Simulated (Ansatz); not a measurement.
`O[SiH2]OBF`. Charge 0, multiplicity 1.

Z-matrix (Å, degrees):
```
Si
O 1 1.648
O 1 1.635 2 113.0
H 1 1.474 2 107.4 3 116.7
H 1 1.482 2 105.9 3 -122.1
B 2 1.341 1 138.5 3 5.3
H 3 0.958 1 119.3 2 -76.3
F 6 1.325 2 118.3 1 -177.8
H 6 1.197 2 123.4 1 2.7
```

**Question.** Give the diagnostics of a CCSD(T)/def2-TZVPP run (frozen core, Ansatz). (An estimate is asked.)

**Answer.** The calculation gave: T1 = 0.0127, largest single amplitude 0.026, largest double 0.013, (T) share of the correlation energy 3.2 %, 9 CCSD cycles. The RHF solution is stable towards an unrestricted one. T1 lies under the customary mark of 0.02 for closed shells.
